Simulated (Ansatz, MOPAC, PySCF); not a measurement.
Species: AsH2, net charge 0, doublet state. SMILES: [AsH2]
Coordinates optimised at B3LYP-D3(BJ)/def2-TZVP (Ansatz, a program for electronic structure):
```
As
H 1 1.5300
H 1 1.5300 2 90.76
```
Charge 0, spin multiplicity 2.

Unscaled harmonic wavenumbers (cm⁻¹) in rising order, each level at the stationary point that it reaches from this structure (no distance between atoms moves by over 0.3 Å); the order of modes can differ between levels, and a negative number is imaginary. B3LYP-D3(BJ)/def2-TZVP (PySCF, at the structure above): 1007, 2159, 2169.

PM6 (MOPAC): 1014, 2316, 2335. Zero-point energy 8.1 against 7.6 kcal/mol; where all levels lie over 400 cm⁻¹, the wavenumbers are on average 1.052 times those of B3LYP-D3(BJ)/def2-TZVP.

PM7 (MOPAC): 827, 1998, 2066. Zero-point energy 7.0 against 7.6 kcal/mol; where all levels lie over 400 cm⁻¹, the wavenumbers are on average 0.900 times those of B3LYP-D3(BJ)/def2-TZVP.

HF/3-21G (Ansatz): 1087, 2138, 2146. Zero-point energy 7.7 against 7.6 kcal/mol; where all levels lie over 400 cm⁻¹, the wavenumbers are on average 1.020 times those of B3LYP-D3(BJ)/def2-TZVP.

B3LYP/6-31G* with LANL2DZ past Ar (Ansatz): 1030, 2053, 2085. Zero-point energy 7.4 against 7.6 kcal/mol; where all levels lie over 400 cm⁻¹, the wavenumbers are on average 0.978 times those of B3LYP-D3(BJ)/def2-TZVP.
